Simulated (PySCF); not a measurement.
C4H5N, triplet, geometry from GFN2-xTB (a higher spin typed on purpose: for a closed-shell molecule this is an excited state) (in this run its highest filled SCF level lies above zero, so its values depend strongly on the basis, on diffuse functions most of all). Base run: BLYP/STO-3G in PySCF.

The PySCF input:
```python
from pyscf import gto, scf, dft

mol = gto.M(
    atom='''
C    -0.090690   -1.143113    0.473253
C    -1.152164   -0.340052    0.234573
C    -0.674996    0.885433   -0.326727
N     0.710439    0.774135   -0.610334
C     1.122544   -0.382149    0.119119
H    -0.072677   -2.132886    0.882188
H    -2.190482   -0.550923    0.406768
H    -1.168437    1.838981   -0.338817
H     1.265775    1.613825   -0.476625
H     1.964592   -0.308656    0.797518
''',
    basis='sto-3g',
    charge=0,
    spin=2,
    verbose=4,
)

mf = dft.UKS(mol)
mf.xc = 'blyp'
mf.kernel()
```

Each row names what was changed in the base input (with any setting that the change needs).

```json
[
 {"change": "base", "ΔE vs base (µEh)": "0.0", "grid points": "119416", "electrons on the grid": "36.00000"},
 {"change": "grids.prune = dft.gen_grid.treutler_prune", "ΔE vs base (µEh)": "0.5", "grid points": "103256", "electrons on the grid": "36.00000"},
 {"change": "grids.level = 5", "ΔE vs base (µEh)": "1.1", "grid points": "331728", "electrons on the grid": "36.00000"},
 {"change": "grids.level = 2", "ΔE vs base (µEh)": "-0.6", "grid points": "82688", "electrons on the grid": "36.00000"},
 {"change": "grids.level = 7", "ΔE vs base (µEh)": "1.2", "grid points": "681728", "electrons on the grid": "36.00000"},
 {"change": "grids.radi_method = mura_knowles", "ΔE vs base (µEh)": "0.0", "grid points": "113368", "electrons on the grid": "36.00000"},
 {"change": "small_rho_cutoff = 0", "ΔE vs base (µEh)": "0.0", "grid points": "119416", "electrons on the grid": "36.00000"},
 {"change": "grids.radi_method = gauss_chebyshev", "ΔE vs base (µEh)": "-0.2", "grid points": "116216", "electrons on the grid": "36.00000"},
 {"change": "grids.prune = dft.gen_grid.sg1_prune", "ΔE vs base (µEh)": "18.9", "grid points": "53152", "electrons on the grid": "35.99997"},
 {"change": "grids.atom_grid = (150, 974)", "ΔE vs base (µEh)": "1.2", "grid points": "804480", "electrons on the grid": "36.00000"},
 {"change": "grids.atom_grid = (30, 110)", "ΔE vs base (µEh)": "-224", "grid points": "24600", "electrons on the grid": "36.00068"}
]
```

Open shells are given as the SCF converged; they aren't shown to be the lowest states, and a large step between rows can be another state.
